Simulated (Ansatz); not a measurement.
C11H13FHf, SMILES `[CH3][Hf]12345678([F])([C@H]9[C@@H]1[C@@H]2[C@@H]3[C@H]94)[C@H]1[C@@H]5[C@@H]6[C@@H]7[C@H]18`, relaxed with RKS PBE0-D4/def2-TZVP in the Gaussian-basis code of Ansatz from a GFN2-xTB geometry. The force threshold is 0.005 eV/Å; the program also tests the step.

Total charge 0; spin multiplicity 1. Hf: def2 effective core potential.

Start:

```xyz
26

C    -0.530    0.476   -2.324
Hf   -0.246    0.313   -0.166
F    -1.371    1.792    0.222
C     1.635    2.059   -0.219
C     2.176    0.843   -0.690
C     2.147   -0.088    0.373
C     1.589    0.562    1.502
C     1.281    1.887    1.131
C    -1.426   -0.881    1.650
C    -0.412   -1.762    1.200
C    -0.744   -2.178   -0.107
C    -1.983   -1.587   -0.448
C    -2.402   -0.795    0.633
H    -0.072    1.389   -2.726
H    -1.602    0.561   -2.550
H    -0.149   -0.357   -2.930
H     1.595    2.988   -0.766
H     2.663    0.696   -1.643
H     2.641   -1.050    0.377
H     1.584    0.178    2.513
H     0.930    2.664    1.793
H    -1.530   -0.494    2.655
H     0.374   -2.184    1.811
H    -0.243   -2.956   -0.667
H    -2.561   -1.804   -1.334
H    -3.344   -0.272    0.708
```

Task: By how much does the energy fall, and how many steps does the optimiser take? (Estimate.)

Result: Ansatz gave: 10.50 kcal/mol, in 30 steps, 2 of them rejected.

Task: Which bonds change most? (Estimate.)

Result: The calculation gave: C1–Hf2 from 2.183 to 2.263 Å; Hf2–C9 from 2.472 to 2.525 Å; Hf2–C12 from 2.589 to 2.541 Å; Hf2–C6 from 2.486 to 2.531 Å.

Task: Give the relaxed structure. (Best estimate.)

Result: The calculation gave: 
```xyz
26

C    -0.687    0.664   -2.147
Hf   -0.302    0.402    0.067
F    -1.373    1.883    0.710
C     1.677    1.945   -0.356
C     2.063    0.671   -0.833
C     2.148   -0.198    0.269
C     1.798    0.536    1.430
C     1.532    1.864    1.038
C    -1.745   -0.977    1.614
C    -0.551   -1.706    1.437
C    -0.493   -2.126    0.088
C    -1.653   -1.656   -0.562
C    -2.424   -0.943    0.379
H    -0.301    1.630   -2.490
H    -1.766    0.655   -2.338
H    -0.241   -0.107   -2.785
H     1.498    2.821   -0.962
H     2.248    0.412   -1.865
H     2.426   -1.240    0.238
H     1.778    0.157    2.441
H     1.204    2.662    1.688
H    -2.066   -0.495    2.526
H     0.184   -1.915    2.199
H     0.295   -2.709   -0.365
H    -1.900   -1.806   -1.601
H    -3.350   -0.425    0.181
```
